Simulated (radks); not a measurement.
Fractional charge and spin in the 5p shell of europium: the spin-up occupation runs from 2 to 3 and the spin-down occupation from 2 to 3; the fullest corner is Eu3+, [Kr] 4d10 4f(up 3, down 3) 5s2 5p(up 3, down 3). All-electron calculation, scalar-relativistic Kohn-Sham, LDA (Slater exchange, Perdew-Wang correlation), spin-polarised, spherical densities, finite nucleus; Fermi nuclear charge, rms radius of each element as measured or else 0.836 A^(1/3) + 0.57 fm. Program: a radial shooting solver on a logarithmic mesh with Libxc functionals. Energy (eV) minus the two flat planes that join the four corners (they meet along the diagonal where the two added fractions sum to one electron); zero is where a piecewise linear energy would lie.

down \ up       2    2.25     2.5    2.75       3
2           0.000  -1.298  -1.727  -1.291   0.000
2.25       -1.298  -1.675  -1.190   0.149  -1.241
2.5        -1.727  -1.190   0.199  -1.144  -1.649
2.75       -1.291   0.149  -1.144  -1.602  -1.233
3           0.000  -1.241  -1.649  -1.233   0.000

Corners above the fullest one (they belong to Eu4+ and the next ion): (up 3, down 2) 57.672 eV, (up 2, down 3) 57.672 eV, (up 2, down 2) 129.65 eV. With half an added electron in each spin the energy lies 0.199 eV from the planes, and with half an added electron in spin up alone -1.727 eV. The planes are only a guide here: the flat-plane condition holds for ground states with one frontier orbital, while this shell lies below other occupied shells, so the corners above the fullest one are inner-hole states and not the ground states of those ions.
